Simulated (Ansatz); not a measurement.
System: sum formula H₇SiN₃O, charge 0, multiplicity 1. 
Structure (B3LYP-D3(BJ)/def2-TZVP (Ansatz, a program for electronic structure) minimum search):
SMILES: N[Si](N)(N)O
```xyz
12

Si     0.0009     0.0009     0.0145
O     -0.3708    -1.1735     1.1206
N     -1.1972     1.0941    -0.5258
N      1.1161     0.9444     0.9017
N      0.4259    -0.8496    -1.4234
H     -0.8788    -1.9139     0.7815
H     -1.5326     1.8212     0.0845
H     -1.8876     0.8209    -1.2055
H      1.5448     1.7667     0.5127
H      1.6677     0.5327     1.6355
H      1.0492    -1.6401    -1.3682
H      0.5791    -0.3349    -2.2767
```
Charge 0, spin multiplicity 1.

Atomisation energy built up term by term with Ansatz (kcal/mol; UHF references for open shells; valence terms freeze the core; atomic spin-orbit terms are left out). Basis-set limits of correlation are two-point, X^-3; Hartree-Fock from the larger set.

| term | basis | kcal/mol |
|---|---|---|
| Hartree-Fock | aug-cc-pV(Q+d)Z | (withheld) |
| CCSD correlation | CBS(aug-cc-pV(T+d)Z,aug-cc-pV(Q+d)Z) | (withheld) |
| (T) | CBS(aug-cc-pV(T+d)Z,aug-cc-pV(Q+d)Z) | 18.87 |
| core correlation | cc-pwCVTZ | 2.79 |
| scalar relativity (X2C) | cc-pVTZ-DK against cc-pVTZ | -2.04 |
| sum: De |  | (withheld) |

### Question
Fill in the missing entries.

### Answer

- Hartree-Fock, kcal/mol: 720.97
- CCSD correlation, kcal/mol: 326.56
- sum: De, kcal/mol: 1067.1
